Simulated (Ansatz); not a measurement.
System: BiCl2, charge 1, singlet. BiCl2+ (SMILES [Cl][Bi+][Cl]).
B3LYP-D3(BJ)/def2-TZVP minimum from Ansatz (a first-principles code):
```xyz
3

Bi     0.2823    -0.0116     0.3426
Cl     0.6910     0.3253    -1.9636
Cl    -2.0693    -0.2689     0.2909
```
Charge +1, spin multiplicity 1.

Total energies in def2-TZVPP, 18 correlated electrons, 19 frozen orbitals. UHF or UKS for unpaired electrons; spin-orbit terms are left out. Cores are frozen in correlated methods (noble-gas shells, and filled d and f shells in the p block). Past Kr the def2 sets carry scalar-relativistic core potentials. Spin-orbit terms, left out, reach several kcal/mol for Br and I, and more for heavier atoms. The spin of BiCl2+ ([Cl][Bi+][Cl], singlet) was assumed, and the state is the lowest solution found for it.

```csv
method,program,energy (Eh),minus CCSDT(Q) (mEh)
HF,Ansatz,-1132.37675,524.22
MP2,Ansatz,-1132.83963,61.34
CCSD,Ansatz,-1132.87308,27.89
CCSD(T),Ansatz,-1132.89790,3.07
CCSDT(Q),Ansatz,-1132.90097,0.00
```

Rough core times of Ansatz's runs on a shared machine: CCSD(T) under 20 s, CCSDT(Q) 20 min.
